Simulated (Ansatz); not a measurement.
A nudged elastic band was laid between two geometries of CH$_{6}$AlBOSi (11 atoms, charge 0, multiplicity 1).

Level of theory: Ansatz, RKS PBE0/STO-3G.

```json
{
  "movable images": "5",
  "climbing image": "yes",
  "spring": "5.0 eV/Å²",
  "optimiser": "quadratic models (default)",
  "start path": "IDPP",
  "force threshold": "0.05 eV/Å",
  "iteration limit": "60",
  "end points": "relaxed"
}
```

First end point:

```xyz
11
Properties=species:S:1:pos:R:3
C -0.945 1.277 1.090
Si 0.687 0.449 0.671
B 0.492 -0.880 -0.753
O 0.932 -2.156 -0.889
Al 0.020 -1.713 -2.371
H -1.675 0.555 1.467
H -0.814 2.045 1.859
H -1.384 1.761 0.212
H 1.226 -0.102 1.896
H 1.603 1.490 0.255
H -0.076 -2.784 -3.417
```

Last end point:

```xyz
11
Properties=species:S:1:pos:R:3
C -1.006 1.171 1.227
Si 0.637 0.546 0.569
B 0.504 -0.810 -0.835
O -0.545 -1.401 -1.460
Al 0.971 -2.078 -2.142
H -1.597 0.358 1.661
H -0.860 1.926 2.006
H -1.607 1.625 0.434
H 1.392 0.028 1.690
H 1.381 1.690 0.086
H 0.794 -3.112 -3.214
```

Q: What changes between the two ends?

A: No bond is made or broken. The dihedral C1–Si2–B3–O4 goes from -133 to 1°.

Q: Give the energies along the band, and the barrier.

A: The run converged. The highest image is number 2 of 0 to 6, 0.1 kcal/mol above the first end and 0.3 kcal/mol above the last; the last end lies 0.3 kcal/mol below the first. The top lies less than 8 meV above the higher end, about what the thresholds resolve: that end is a shoulder or a very shallow well. A vibrational analysis at the climbing image gives no mode beyond 40i cm⁻¹: the surface is too flat there to confirm a saddle point. Limits of this set-up: minimal basis.

```tsv
image	path coordinate (Å)	energy (kcal/mol)	dihedral C1–Si2–B3–O4 (°)
0	0.00	0.0	-133
1	0.45	0.0	-110
2	0.90	0.1	-87
3	1.36	0.1	-65
4	1.81	0.0	-43
5	2.27	-0.2	-21
6	2.73	-0.3	1
```

Q: What is the geometry of the highest image?

A: 
```xyz
11
Properties=species:S:1:pos:R:3
C -0.970 1.141 1.210
Si 0.698 0.513 0.616
B 0.514 -0.797 -0.829
O 0.337 -2.143 -0.824
Al 0.376 -1.585 -2.529
H -1.588 0.327 1.601
H -0.852 1.879 2.010
H -1.529 1.620 0.400
H 1.400 -0.023 1.762
H 1.459 1.662 0.175
H 0.221 -2.652 -3.571
```

Run time: 75 s on 1 thread of Arm Neoverse V2, on a shared host, peak memory 0.1 GiB.
